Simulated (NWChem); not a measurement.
**Atomisation of CH₂NO**

```
N
H 1 1.0182
H 1 1.0310 2 118.13
C 1 1.3437 2 120.14 3 180.00
O 4 1.2060 1 130.23 2 180.00
```
Charge 0, spin multiplicity 2.

The numbers come from NWChem runs, not from measurements. The geometry was optimised at UPBE/def2-SVP, a minimum by its harmonic frequencies. It is one conformer; others weren't searched.

Basis set: def2-TZVP. The atomisation energy is electronic alone: no zero-point, thermal, spin-orbit or counterpoise terms. No value is extrapolated to the basis-set limit. Free atoms are single determinants with multiplicities N 4, C 3, O 3, H 2. Correlated methods freeze the same cores in atoms and molecule, 3 orbitals in all.

```csv
method,atomisation energy (kcal/mol),relative cost
LDA (SVWN5),563.4,1
BP86,497.2,under 3
PBE0,471.8,under 3
B3LYP,470.6,under 3
PBE,495.3,under 3
r2SCAN,471.6,under 3
M06-2X,466.7,under 3
HF,293.9,under 3
MP2,460.5,4
```

The values span 269.5 kcal/mol, from HF (lowest) to LDA (SVWN5) (highest). Costs are rough ratios of processor time within this set of runs, SCF included, with LDA (SVWN5) as 1. Costs are the molecule's.

B3LYP has NWChem's definition, with VWN1-RPA local correlation. The structure started from a generated list of species. The unpaired electrons of the parent sit in orbitals of symmetry a' (Cs labels of the run); other states weren't searched. The stability of the SCF solutions was not checked. Open-shell Hartree-Fock references start from PBE0 orbitals; any time given for them includes that run.
